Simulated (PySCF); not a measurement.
The complex Ti(SH)3 (charge 0) contains Ti(III), shell d1. The structure is a PBE0-D3(BJ)/def2-TZVP geometry optimised for multiplicity 2; coordination trigonal planar, point group C3h, metal–donor distances 2.29 Å.

Method (PySCF 2.14, density fitting): CASSCF(1,5) with orbitals averaged over all microstates of the shell, strongly contracted NEVPT2 on the averaged canonical orbitals; basis x2c-TZVPall on the metal, x2c-SVPall elsewhere; spin-free X2C; gas phase; spin-orbit coupling by state interaction with the mean-field operator over all roots.

CASSCF energies above the lowest CASSCF root:

```
state  CASSCF / cm⁻¹
  2A'              0
 2E''           3517
  2E'           9866
```

Q: How does dynamic correlation (SC-NEVPT2) move these states?

A: 
```tsv
state	NEVPT2 / cm⁻¹	shift / cm⁻¹
2A'	0	0
2E''	5047	+1530
2E'	10482	+617
```

No frequencies were computed for the optimised geometry. NEVPT2 lifts 2E'' from 3517 to 5047 cm⁻¹; on the d shell alone such lifts tend to overshoot. NEVPT2 on the d shell alone tends to put d–d bands too high for such charged or covalently bound ions.
